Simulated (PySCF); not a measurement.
## Cyclohexanol in a uniform electric field

Cyclohexanol, C6H12O.
Structure used (GFN2-xTB), in Å, numbered top down from 1:
```
atom  x, y, z in Å
O1     2.5045    0.8372    0.1454
C2     1.1754    0.4431    0.4118
C3     0.1599    1.3394   -0.3033
C4    -1.2655    0.9253    0.0485
C5    -1.5055   -0.5358   -0.3195
C6    -0.4966   -1.4348    0.3894
C7     0.9289   -1.0215    0.0373
H8     2.6627    0.7523   -0.8020
H9     1.0667    0.5633    1.4952
H10    0.3094    1.2556   -1.3841
H11    0.3347    2.3791   -0.0205
H12   -1.4266    1.0600    1.1203
H13   -1.9755    1.5647   -0.4798
H14   -2.5208   -0.8271   -0.0433
H15   -1.4053   -0.6590   -1.4007
H16   -0.6387   -1.3569    1.4696
H17   -0.6585   -2.4761    0.1036
H18    1.0918   -1.1475   -1.0376
H19    1.6491   -1.6519    0.5622
```

Level: B3LYP/def2-SVPD (PySCF); nuclei fixed, core orbitals frozen in the response. Permanent dipole (-1.439, -0.614, -1.018) D (1 au = 2.5417 D). Static polarisability (au):

```
x   80.19  1.43 -0.35
y    1.43 75.92 -1.33
z   -0.35 -1.33 67.22
```

Only the terms in μ and α are kept: μ(F) = μ + αF and ΔE = −μ·F − ½ F·αF.

(1) What do fields of 0.411 V/Å (0.008 au) along the six axis directions do?

(2) For the field (-0.0016, -0.0032, 0.0072) au, what is the induced dipole, and what angle does it make with the field?

(3) At what field along the permanent dipole would the induced dipole along it equal the permanent one, in this linear picture?

(4) What field makes μF equal to kT at 400 K?

(5) A unit point charge sits 9 Å away. Estimate the induction energy −αe²/2R⁴ with the mean polarisability, treating the molecule as a point.

Answers

(1) 
| field along | induced x (D) | induced y (D) | induced z (D) | total size (D) | −μ·F (kJ/mol) | −½F·αF (kJ/mol) |
| --- | --- | --- | --- | --- | --- | --- |
| +x | 1.631 | 0.029 | -0.007 | 1.196 | +11.891 | -6.737 |
| −x | -1.631 | -0.029 | 0.007 | 3.295 | -11.891 | -6.737 |
| +y | 0.029 | 1.544 | -0.027 | 1.986 | +5.074 | -6.378 |
| −y | -0.029 | -1.544 | 0.027 | 2.792 | -5.074 | -6.378 |
| +z | -0.007 | -0.027 | 1.367 | 1.620 | +8.412 | -5.648 |
| −z | 0.007 | 0.027 | -1.367 | 2.843 | -8.412 | -5.648 |

(2) αF = (-0.344, -0.648, 1.242) D, at 4.2° to the field. The polarisability along this direction, F·αF/F², is 70.41 au, against a mean of 74.44 au.

(3) The polarisability along the dipole is 75.82 au, so F = 0.7344 au / 75.82 au = 0.0097 au = 0.50 V/Å; higher-order terms are ignored.

(4) kT = 1.2667 × 10⁻³ Eh, so F = 0.00172 au = 8.87 MV/cm.

(5) R = 17.01 bohr, so the energy is −74.4/(2 × 17.01⁴) Eh = -1.17 kJ/mol. The charge–dipole term at its most favourable orientation, −μe/R², is -6.67 kJ/mol.

The structure is a single GFN2-xTB conformer in the gas phase; no vibrational or solvent corrections.
